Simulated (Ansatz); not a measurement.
Consider the ligand exchange at a B–C bond: `C=CB(S)Cl` + silanol → `[SiH3]OB(S)Cl` + ethylene.

Computed with Ansatz on PBE0-D4/def2-TZVP structures; ΔE is electronic, products minus reactants. CCSD(T)/CBS adds triple-zeta CCSD(T) − MP2 to the extrapolated MP2 energy (def2 sets, frozen cores). This one scheme is used for every species. DFT in def2-TZVPP. B3LYP here is the variant with VWN-RPA as its local correlation; programs differ in this. Each species was taken in one conformer, which may not be the lowest.

`C=CB(S)Cl`:

Z-matrix (Å, degrees):
```
C
C 1 1.334
H 1 1.086 2 121.1
H 1 1.085 2 122.1 3 180.0
B 2 1.541 1 123.6 3 -0.1
H 2 1.089 1 118.0 3 -180.0
Cl 5 1.762 2 121.4 1 0.3
S 5 1.792 2 118.1 1 -179.7
H 8 1.343 5 97.8 2 180.0
```

`O[SiH3]`:

```xyz
6

O     0.879   -0.529    0.768
Si   -0.247    0.286   -0.117
H     1.133   -1.404    0.472
H     0.212    0.513   -1.515
H    -0.438    1.585    0.567
H    -1.540   -0.451   -0.174
```

`[SiH3]OB(S)Cl`:

Cartesian coordinates in Å:
```
Si 0.794 -0.179 1.437
O 0.751 -0.041 -0.212
B -0.157 0.107 -1.187
S -1.925 0.241 -0.809
Cl 0.412 0.170 -2.858
H 1.190 -1.567 1.769
H 1.804 0.782 1.934
H -0.540 0.128 2.009
H -2.329 0.359 -2.082
```

`C=C`:

Z-matrix (Å, degrees):
```
C
C 1 1.323
H 1 1.085 2 121.7
H 1 1.085 2 121.7 3 -180.0
H 2 1.085 1 121.7 3 -0.0
H 2 1.085 1 121.7 3 -180.0
```

Problem. Is it downhill or uphill in electronic energy at CCSD(T)/CBS, and by how much? (Estimate.)

Solution. Ansatz gave: Downhill: ΔE = -22.9 kcal/mol.

Problem. What do these levels give: PBE-D4, B3LYP-D4, ωB97X-V, B2PLYP, CCSD(T)/def2-TZVPP, MP2/CBS(def2)? (An estimate is asked.)

Solution. Ansatz gave: PBE-D4 -21.0, B3LYP-D4 -23.8, ωB97X-V -23.5, B2PLYP -23.4, CCSD(T)/def2-TZVPP -23.1, MP2/CBS(def2) -22.0 kcal/mol.

Largest T1 diagnostic among the species: 0.013.

In def2-TZVPP, CCSD(T) changes the Hartree–Fock value by +3.6 kcal/mol (the triples alone add +0.6 kcal/mol) and MP2 by +4.5 kcal/mol. From PBE to PBE0 (25 % exact exchange), in def2-TZVPP and without D4, ΔE moves by −0.9 kcal/mol.
